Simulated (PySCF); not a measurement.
## Working out the ionisation energy of Au⁺

Au⁺ [Xe] 4f14 5d10 (1S) → Au²⁺ [Xe] 4f14 5d9 (2D). All numbers are calculated (PySCF 2.14, scalar relativity through the core potential, in def2-TZVP with the def2 core potential (60 electrons)). Frozen: 5s2 5p6. Energies in hartree (1 hartree = 27.21139 eV):

```
             part  Au⁺ (lower)  Au²⁺ (upper)
              UHF  -134.507447   -133.807275
MP2 opposite-spin    -0.153285     -0.114196
    MP2 same-spin    -0.081933     -0.061880
```

What does Hartree-Fock give?

(-133.807275) − (-134.507447) = 0.700172 hartree = 19.053 eV.

What do MP2 and SCS-MP2 (6/5 opposite-spin, 1/3 same-spin) give?

The opposite-spin parts differ by 1.064 eV and the same-spin parts by 0.546 eV. MP2: 19.053 + (1.064) + (0.546) = 20.663 eV. SCS-MP2: 19.053 + 1.2 × (1.064) + (0.546)/3 = 20.512 eV.

Reference: 20.203 ± 0.025 eV (measured; NIST Atomic Spectra Database, ionization energies), between the lowest levels; spin-orbit coupling is absent from the calculation.

What remains against the reference includes basis incompleteness, the frozen core and correlation beyond second order.
